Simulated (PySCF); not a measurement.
PySCF job for SbF5, SMILES [F][Sb]([F])([F])([F])[F], PBE0-D3(BJ)/def2-SVP. Coordinates come from a PBE0-D3(BJ)/def2-SVP optimisation. The isomer is the one that the SMILES or the coordinates give; other isomers of the formula were not compared. The def2 effective core potentials stand for the cores of Sb; spin–orbit coupling is left out.

```python
import numpy as np
from pyscf import gto, scf, dft
from pyscf.hessian import thermo

mol = gto.M(
    atom='''
    Sb   -0.00000000   -0.00000000   -0.00000000
    F    -0.00000001   -0.00000001    1.89374455
    F     0.00000001    0.00000001   -1.89374455
    F     1.88399724    0.00000000    0.00000002
    F    -0.94199862    1.63158947    0.00000000
    F    -0.94199861   -1.63158947   -0.00000002
    ''',
    basis='def2-SVP',
    ecp={'Sb': 'def2-svp'},
    charge=0,
    spin=0,
    max_memory=1600,
    verbose=3,
)
mf = dft.RKS(mol, xc='pbe0').density_fit(auxbasis='def2-universal-jkfit')
mf.disp = 'd3bj'
mf.grids.level = 3
mf.conv_tol = 1e-11
mf.max_cycle = 100
mf.kernel()

# [left out here: the lines that compute and print the analytic Hessian (its translational invariance restored by hand, since the grid's response is missing), thermochemistry and intensities]
```

It prints:

```
converged SCF energy = -738.633497459255

WARN: DFTD3 does not support analytical Hessian, using finite difference


WARN: Mole.unit (angstrom) is changed to Bohr

Mode                                 0                   1                   2
Irrep
Freq [cm^-1]                       80.3920             80.4058            244.4134
Reduced mass [au]                  19.1399             19.1398             23.7174
Force const [Dyne/A]                0.0729              0.0729              0.8348
Char temp [K]                     115.6662            115.6860            351.6565
Normal mode                   x     y     z       x     y     z       x     y     z
       0  Sb                -0.01 -0.00 -0.00    0.00 -0.01 -0.00    0.04  0.00 -0.00
       1   F                -0.08 -0.00 -0.00    0.00 -0.08  0.00   -0.12 -0.00 -0.00
       2   F                -0.08 -0.00  0.00    0.00 -0.08 -0.00   -0.12 -0.00  0.00
       3   F                -0.01  0.00  0.00    0.00  0.16  0.00    0.05 -0.00  0.00
       4   F                 0.12  0.07  0.00    0.07  0.03  0.00   -0.04 -0.05 -0.00
       5   F                 0.12 -0.07  0.00   -0.08  0.03  0.00   -0.04  0.05  0.00
Mode                                 3                   4                   5
Irrep
Freq [cm^-1]                      244.4297            260.6068            260.6418
Reduced mass [au]                  23.7177             18.9984             18.9984
Force const [Dyne/A]                0.8349              0.7602              0.7604
Char temp [K]                     351.6799            374.9552            375.0055
Normal mode                   x     y     z       x     y     z       x     y     z
       0  Sb                -0.00  0.04 -0.00   -0.00 -0.00 -0.00    0.00 -0.00 -0.00
       1   F                 0.00 -0.12 -0.00   -0.00 -0.11 -0.00   -0.11  0.00 -0.00
       2   F                 0.00 -0.12 -0.00    0.00  0.11 -0.00    0.11 -0.00 -0.00
       3   F                -0.00 -0.07  0.00   -0.00  0.00 -0.00    0.00  0.00 -0.14
       4   F                -0.05  0.02 -0.00    0.00  0.00 -0.12   -0.00 -0.00  0.07
       5   F                 0.05  0.02  0.00   -0.00 -0.00  0.12   -0.00  0.00  0.07
Mode                                 6                   7                   8
Irrep
Freq [cm^-1]                      269.1617            639.0213            660.3852
Reduced mass [au]                  22.9436             18.9984             18.9984
Force const [Dyne/A]                0.9794              4.5709              4.8816
Char temp [K]                     387.2638            919.4093            950.1473
Normal mode                   x     y     z       x     y     z       x     y     z
       0  Sb                 0.00  0.00  0.04   -0.00 -0.00 -0.00    0.00 -0.00  0.00
       1   F                -0.00 -0.00  0.04   -0.00 -0.00  0.14    0.00  0.00 -0.08
       2   F                 0.00  0.00  0.04   -0.00  0.00 -0.14    0.00  0.00  0.08
       3   F                 0.00  0.00 -0.11   -0.06  0.00 -0.00   -0.12  0.00  0.00
       4   F                -0.00 -0.00 -0.11    0.03 -0.06  0.00    0.06 -0.10 -0.00
       5   F                -0.00  0.00 -0.11    0.03  0.06  0.00    0.06  0.10 -0.00
Mode                                 9                  10                  11
Irrep
Freq [cm^-1]                      723.0806            723.0817            724.5190
Reduced mass [au]                  22.7121             22.7119             23.6864
Force const [Dyne/A]                6.9965              6.9965              7.3257
Char temp [K]                    1040.3520           1040.3536           1042.4215
Normal mode                   x     y     z       x     y     z       x     y     z
       0  Sb                 0.04  0.00 -0.00    0.00 -0.04  0.00   -0.00 -0.00 -0.04
       1   F                 0.00  0.00  0.00    0.00 -0.00  0.00   -0.00 -0.00  0.14
       2   F                 0.00  0.00 -0.00    0.00 -0.00 -0.00    0.00 -0.00  0.14
       3   F                -0.17 -0.00 -0.00   -0.00  0.00  0.00    0.00  0.00 -0.00
       4   F                -0.04  0.07 -0.00   -0.07  0.13  0.00    0.00 -0.00 -0.00
       5   F                -0.05 -0.07 -0.00    0.07  0.13  0.00    0.00  0.00 -0.00
temperature 298.1500 [K]
pressure 101325.00 [Pa]
Rotational constants [GHz] 2.49815 2.12865 2.12865
Symmetry number 6
Zero-point energy (ZPE) 0.01119 [Eh]   29369.153 [J/mol]
                           tot       elec      trans        rot        vib
Entropy [J/mol/K]       351.488      0.000    175.828    101.177     74.483
Cv [J/mol/K]             95.653      0.000     12.472     12.472     70.709
Cp [J/mol/K]            103.967      0.000     20.786     12.472     70.709
Internal energy [J/mol]                      3718.434   3718.434  41231.094
Internal energy [Eh]   -738.61496  -738.63350
Enthalpy [J/mol]                             6197.391   3718.434  41231.094
Enthalpy [Eh]          -738.61402
Gibbs free energy [J/mol]                  -46225.719 -26447.499  19023.990
Gibbs free energy [Eh] -738.65393
mode   freq/cm-1   IR/(km/mol)
   1       80.39         1.600
   2       80.41         1.599
   3      244.41        51.460
   4      244.43        51.462
   5      260.61         0.000
   6      260.64         0.000
   7      269.16        51.683
   8      639.02         0.000
   9      660.39         0.000
  10      723.08        75.241
  11      723.08        75.240
  12      724.52        91.719
max |gradient| / (hartree/bohr): 0.00026700094662623875
APT charges: [ 2.6767 -0.5266 -0.5266 -0.5412 -0.5411 -0.5411]
```

The run converged.

Cost: around 29 core-seconds (rough).
